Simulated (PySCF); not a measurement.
H3O3Zr, SMILES [OH][Zr]([OH])[OH] (connectivity only; charge and spin as stated), neutral, multiplicity 2. Geometry optimised at PBE0-D3(BJ)/def2-SVP. The multiplicity is an assumed one; other spin states were not compared. The isomer is the one that the SMILES or the coordinates give; other isomers of the formula were not compared. The def2 effective core potentials stand for the cores of Zr; spin–orbit coupling is left out. One conformer was computed; it need not be the lowest.

The numbers are results of PBE0-D3(BJ)/def2-SVP in PySCF, not measurements.

Harmonic wavenumbers (cm⁻¹): 82, 157, 157, 216, 322, 322, 419, 419, 438, 700, 727, 727, 4030, 4030, 4034. Rotational constants (GHz): 4.980, 4.980, 2.490; symmetry number 6.

Question: Work out the zero-point energy and the ideal-gas rigid-rotor harmonic-oscillator thermochemistry at 298.15 K and 1 atm.

Answer: ZPE = ½ Σ hcν = ½ × 16780 cm⁻¹ = 100.37 kJ/mol. H − E(el) = 122.17 kJ/mol. Entropy in J/(mol K): translation 170.57, rotation 94.12, vibration 71.45, spin 5.76, total 341.91. G − E(el) = 20.23 kJ/mol. Cp = 106.31 J/(mol K). Modes under 150 cm⁻¹ make the vibrational entropy uncertain.
